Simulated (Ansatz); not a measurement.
```yaml
crystal:
  periodic: [false, false, false]
  atoms:
    - {symbol: B, position_ang: [-1.164436, 1.486506, -0.738171]}
    - {symbol: C, position_ang: [-0.722151, 0.249945, -0.584933]}
    - {symbol: C, position_ang: [0.561699, 0.100542, 0.472271]}
    - {symbol: C, position_ang: [0.803632, -1.552740, 0.636186]}
    - {symbol: H, position_ang: [-1.791781, 2.231329, -1.478785]}
    - {symbol: H, position_ang: [-0.722857, 2.660372, 0.312206]}
    - {symbol: H, position_ang: [-0.453655, -0.077668, -1.568707]}
    - {symbol: H, position_ang: [-1.419421, -0.387106, -0.300712]}
    - {symbol: H, position_ang: [0.341948, 0.455923, 1.468329]}
    - {symbol: H, position_ang: [1.564841, 0.526164, 0.391293]}
    - {symbol: H, position_ang: [1.088091, -2.246904, -0.502999]}
    - {symbol: H, position_ang: [-0.118567, -2.042144, 0.659439]}
    - {symbol: H, position_ang: [1.418198, -1.450669, 1.304971]}
basis:
  gaussian: {orbitals: aug-cc-pVDZ}
hamiltonian: {xc: {name: PBE0}, dispersion: d4}
output: {forces: true}
```

```sh
$ ansatz run in.yaml --threads 2 --pin off --events-out ev --progress --plain --max-ram 4352MiB
```

Shortened log:

```
Functional definition: PBE0
1485 factors; their error is unknown
mean field evaluation 1: about -3911.3611 eV, gradient 6.8e1 eV
mean field evaluation 2: about -3905.5018 eV, gradient 8.0e1 eV
mean field evaluation 4: about -3923.2064 eV, gradient 4.4e0 eV
mean field evaluation 8: about -3923.2520 eV, gradient 5.1e-2 eV
mean field evaluation 16: about -3923.2297 eV, gradient 1.5e-4 eV
mean field -3923.22966580 eV, -144.1760309577 hartree, gradient 2.2e-5 eV, S^2 0.000000; 0 other end points of the search recorded, 0 dependent functions left out
reference -3923.22974805 eV, -144.1760339803 hartree; 16, 16 occupied and 157, 157 virtual orbitals, 1485 factors
Total energy: -3923.41624235 eV, -144.1828875195 hartree
Atom 0 at    -1.164436     1.486506    -0.738171 Å, force    -2.501451    13.337411     1.212906 eV/Å
Atom 1 at    -0.722151     0.249945    -0.584933 Å, force     8.741858    -4.437504     1.732825 eV/Å
Atom 2 at     0.561699     0.100542     0.472271 Å, force    -1.525032    -3.981902    -1.549701 eV/Å
Atom 3 at     0.803632    -1.552740     0.636186 Å, force    -5.516401     1.361450   -11.887284 eV/Å
Atom 4 at    -1.791781     2.231329    -1.478785 Å, force    -0.050149    -1.149269    -0.228863 eV/Å
Atom 5 at    -0.722857     2.660372     0.312206 Å, force    -0.718467    -2.431714    -1.744808 eV/Å
Atom 6 at    -0.453655    -0.077668    -1.568707 Å, force     0.591912    -0.711667    -1.042493 eV/Å
Atom 7 at    -1.419421    -0.387106    -0.300712 Å, force    -3.627539    -3.500885     1.695686 eV/Å
Atom 8 at     0.341948     0.455923     1.468329 Å, force    -1.116298     0.093314     0.523082 eV/Å
Atom 9 at     1.564841     0.526164     0.391293 Å, force    -0.110641     0.496104    -1.544182 eV/Å
Atom 10 at     1.088091    -2.246904    -0.502999 Å, force     0.288330     2.645041     3.265051 eV/Å
Atom 11 at    -0.118567    -2.042144     0.659439 Å, force    -1.743029    -0.716025     1.617938 eV/Å
Atom 12 at     1.418198    -1.450669     1.304971 Å, force     7.286907    -1.004352     7.949841 eV/Å
Dipole moment:    -0.005630    -0.413990    -0.079431 e Å
```

Run time 4.9 s (2 threads of an Arm Neoverse V2 on a shared host); peak host memory 0.43 GiB.
